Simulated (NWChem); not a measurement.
System: SiH$_{3}$SeO$_{2}$F; SMILES O[Si](O)(F)[SeH]

Parts of the log:

```
             Northwest Computational Chemistry Package (NWChem) 7.3.0
             --------------------------------------------------------

 C1  symmetry detected

                             Geometry "geometry" -> ""
                             -------------------------

 Output coordinates in angstroms (scale by  1.889725989 to convert to a.u.)

  No.       Tag          Charge          X              Y              Z
 ---- ---------------- ---------- -------------- -------------- --------------
    1 O                    8.0000     0.65148359    -1.41695639    -1.40558158
    2 Si                  14.0000     0.01231713    -0.84000227    -0.01035225
    3 O                    8.0000     0.91394867    -1.43606356     1.23283289
    4 F                    9.0000    -1.51283853    -1.33608915     0.14799665
    5 Se                  34.0000     0.02081747     1.43286782     0.00455942
    6 H                    1.0000     0.90952638    -2.35137375    -1.38780793
    7 H                    1.0000     0.57999907    -1.27799029     2.12763513
    8 H                    1.0000    -1.27767047     1.52085174    -0.69989630

 Effective nuclear repulsion energy (a.u.)     455.3570329341

  pbe96 is a nonlocal functional; adding pw91lda local functional.

                                 NWChem DFT Module
                                 -----------------

 Summary of "ao basis" -> "ao basis" (spherical)
 ------------------------------------------------------------------------------
       Tag                 Description            Shells   Functions and Types
 ---------------- ------------------------------  ------  ---------------------
 O                          pcseg-1                  6       14   3s2p1d
 Si                         pcseg-1                  8       18   4s3p1d
 F                          pcseg-1                  6       14   3s2p1d
 Se                         pcseg-1                 11       27   5s4p2d
 H                          pcseg-1                  3        5   2s1p

            General Information
            -------------------
          SCF calculation type: DFT
          Wavefunction type:  closed shell.
          No. of atoms     :     8
          No. of electrons :    76
           Alpha electrons :    38
            Beta electrons :    38
          Charge           :     0
          Spin multiplicity:     1
          Use of symmetry is: off; symmetry adaption is: off
          Maximum number of iterations: 150
          AO basis - number of functions:   102
                     number of shells:    46
          Convergence on energy requested:  1.00D-06
          Convergence on density requested:  1.00D-05
          Convergence on gradient requested:  5.00D-04

              XC Information
              --------------
          PerdewBurkeErnzerhof Exchange Functional  1.000
            Perdew 1991 LDA Correlation Functional  1.000 local
           PerdewBurkeErnz. Correlation Functional  1.000 non-local

             Grid Information
             ----------------
          Grid used for XC integration:  medium
          Radial quadrature: Mura-Knowles
          Angular quadrature: Lebedev.
          Tag              B.-S. Rad. Rad. Pts. Rad. Cut. Ang. Pts.
          ---              ---------- --------- --------- ---------
          O                   0.60       49          11.0       434
          Si                  1.10       88          10.0       590
          F                   0.50       49           9.0       434
          Se                  1.15      112          11.0       590
          H                   0.35       45          12.0       434
          Grid pruning is: on
          Number of quadrature shells:   482
          Spatial weights used:  Erf1

      Superposition of Atomic Density Guess
      -------------------------------------

 Sum of atomic energies:       -2938.62315841

      Non-variational initial energy
      ------------------------------

 Total energy =   -2939.986932
 1-e energy   =   -4997.533744
 2-e energy   =    1602.189779
 HOMO         =      -0.310537
 LUMO         =       0.020790

     ---------------------------------------------
      Total Density - Mulliken Population Analysis
     ---------------------------------------------

    Atom       Charge   Shell Charges
 -----------   ------   -------------------------------------------------------
    1 O    8     8.82   2.00  0.93  0.83  3.17  1.89  0.01
    2 Si  14    12.25   2.00  2.00  0.70  0.05  5.99  1.09  0.11  0.31
    3 O    8     8.83   2.00  0.93  0.83  3.18  1.89  0.01
    4 F    9     9.60   2.00  0.97  0.97  3.61  2.06  0.00
    5 Se  34    34.53   2.00  2.00  2.00  1.14  0.74  6.00  5.99  1.88  2.74 10.01  0.03
    6 H    1     0.61   0.52  0.04  0.05
    7 H    1     0.61   0.52  0.04  0.05
    8 H    1     0.74   0.57  0.16  0.02

   convergence    iter        energy       DeltaE   RMS-Dens  Diis-err
 ---------------- ----- ----------------- --------- --------- ---------
 d= 0,ls=0.0,diis     1  -2942.1060605212 -3.40D+03  1.91D-02  1.36D+00
 d= 0,ls=0.0,diis     2  -2941.9049585441  2.01D-01  1.15D-02  3.57D+00
 d= 0,ls=0.0,diis     3  -2942.2366659308 -3.32D-01  1.87D-03  7.00D-02
 d= 0,ls=0.0,diis     4  -2942.2417344015 -5.07D-03  1.10D-03  9.29D-03
 d= 0,ls=0.0,diis     5  -2942.2429672360 -1.23D-03  2.88D-04  1.26D-03
  Resetting Diis
 d= 0,ls=0.0,diis     6  -2942.2431192239 -1.52D-04  8.03D-05  9.92D-05
 d= 0,ls=0.0,diis     7  -2942.2431302607 -1.10D-05  5.72D-05  8.36D-06
 d= 0,ls=0.0,diis     8  -2942.2431279262  2.33D-06  3.49D-05  3.11D-05
 d= 0,ls=0.0,diis     9  -2942.2431311565 -3.23D-06  5.68D-06  3.23D-07
 d= 0,ls=0.0,diis    10  -2942.2431311884 -3.19D-08  1.60D-06  2.68D-08

         Total DFT energy =    -2942.243131188367
      One electron energy =    -5001.147308802265
           Coulomb energy =     1739.727537987304
    Exchange-Corr. energy =     -136.180393307503
 Nuclear repulsion energy =      455.357032934096

[...]
```

Level: PBE/pcseg-1. The geometry was optimised at B3LYP/6-31G* (spherical d).

**Question.** Which NWChem input produces such a log?

**Answer.** This is not unique; one that fits is the input that was run:
```
start job
memory heap 200 mb stack 900 mb global 1100 mb
geometry units angstroms noautoz
  O     -1.341812     1.421129     0.910965
  Si    -0.071194     0.811657     0.073022
  O      1.304153     1.426215     0.739713
  F     -0.161943     1.256233    -1.473391
  Se    -0.062192    -1.459764     0.155476
  H     -1.279310     2.363298     1.131076
  H      2.132079     1.249650     0.270092
  H     -0.969096    -1.584125    -1.007335
end
basis spherical
  * library pcseg-1
end
dft
  xc xpbe96 cpbe96
  iterations 150
  mulliken
end
task dft energy
```
